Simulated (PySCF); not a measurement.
**Spinor energies of Hg⁶²⁺ (mercury, charge +62)**

Start: [Ar]. Calculated with PySCF 2.14 in an even-tempered Gaussian basis (17 s from 7 bohr⁻², ratio 2.6; 14 p from 9.1 bohr⁻², ratio 2.6; 5 d from 9.3 bohr⁻², ratio 2.8; 3 f from 140 bohr⁻², ratio 2.8): generalised Hartree-Fock with the X2C-1e Hamiltonian and a Gaussian nucleus; spin-orbit coupling (SO) screened by Boettger's factors.

| spinor shell | electrons | ε, screened SO (eV) | weight of nominal j (screened SO) | rms radius, screened SO (bohr) |
| --- | --- | --- | --- | --- |
| 1s1/2 | 2 | -88390.1 | 1.000 | 0.0187 |
| 2s1/2 | 2 | -19658.1 | 1.000 | 0.0748 |
| 2p1/2 | 2 | -19067.2 | 1.000 | 0.0632 |
| 2p3/2 | 4 | -17081.9 | 1.000 | 0.0709 |
| 3s1/2 | 2 | -7695.7 | 1.000 | 0.181 |
| 3p1/2 | 2 | -7452.8 | 1.000 | 0.172 |
| 3p3/2 | 4 | -6937.0 | 1.000 | 0.185 |

```
   quantity   screened SO
E (hartree)  -15448.60986
        M_J             0
       ⟨J²⟩         0.000
       ⟨L²⟩         0.079
       ⟨S²⟩         0.079
```

Breit and QED terms are absent; they matter most for the inner s and p1/2 levels.

Densities and radii are taken from the X2C orbitals without a picture-change correction, which distorts them close to the nucleus.
